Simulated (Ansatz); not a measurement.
## Abstraction of F: C3H5F + SiF3 → C3H5 + SiF4

Gas-phase species: C3H5F `C=CCF`, singlet; SiF3 (trifluorosilyl) `F[Si](F)F`, doublet; C3H5 `[CH2]C=C`, doublet; SiF4 (silicon tetrafluoride) `F[Si](F)(F)F`, singlet. A radical takes F: the energy is the difference in strength between the C–F bond broken and the Si–F bond made.

Shapes, held fixed at every level: PBE0-D4/def2-TZVP. Flexible molecules stand in one conformer, not always the lowest. Programs: Ansatz 0.2.0. Electronic energies: no zero-point or thermal term.

```
               level                    kind  ΔE (kJ/mol)
       HF/def2-TZVPP            Hartree–Fock       -311.6
   PBE-D4/def2-TZVPP                     GGA       -245.8
r2SCAN-D4/def2-TZVPP                meta-GGA       -281.2
 B3LYP-D4/def2-TZVPP           global hybrid       -269.8
  wB97M-V/def2-TZVPP  range-separated hybrid       -273.9
  wB97X-V/def2-TZVPP  range-separated hybrid       -266.7
   B2PLYP/def2-TZVPP           double hybrid       -271.2
```

B2PLYP/def2-TZVPP gives ΔE = -271.2 kJ/mol; the levels span -311.6 to -245.8. The median of the levels is -271.2. No measured value is set beside it here. Spin contamination: C3H5 (⟨S²⟩ up to 0.95). Open shells run unrestricted.
